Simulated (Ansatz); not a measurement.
The cluster NbO3⁻, relaxed as a singlet with RKS r2SCAN-D4/def2-TZVPD in Ansatz, starting from the GFN2-xTB geometry. Force threshold 0.02 eV/Å.

In the def2 sets Nb takes a core potential; there is no spin–orbit coupling. The structure holds one bond between oxygen atoms, so isomers without such links may lie far lower. The restricted singlet is unstable towards broken spin symmetry in Hartree–Fock (as tested in another run); at r2SCAN-D4/def2-TZVPD this wasn't settled. The highest occupied level of the charge -1 singlet lies above zero (up to 0.09 eV). The electron is either unbound and held by the finite basis, or the level is raised by self-interaction error. The relaxation made no stability test and no search for a lower SCF solution. No other spin state of charge -1 was run. Another isomer (triplet) lies 1.77 eV lower at PBE0-D4/def2-TZVPD; other spin states weren't run for this one.

Start:

Cartesian coordinates in Å:
```
Nb 0.449 -0.708 -0.031
O -0.252 0.793 0.412
O -0.827 1.944 0.693
O 0.630 -2.029 -1.074
```

Estimate the energy that the relaxation releases and the steps that it takes.

1.92 eV, in 8 steps; 13 s on 4 threads of Arm Neoverse V1 on a shared host. No frequencies were taken in this run, so the end may be a saddle point.

Does the start keep its bonding and symmetry?

By distances, no bond broke or formed. The bond that changes most is Nb1–O2, from 1.72 to 1.81 Å (atoms count from 1). Point group Cs at the start, Cs at the end, both within 0.05 Å.

Predict the relaxed structure.


```tsv
atom	x (Å)	y (Å)	z (Å)
Nb1	0.7907	-0.8618	0.3305
O2	-0.0751	0.7024	0.5867
O3	-0.9372	1.6555	0.2399
O4	0.2215	-1.4962	-1.1570
```
Bond lengths: 2 × Nb–O 1.71 to 1.81 Å; 1 × O–O 1.33 Å.
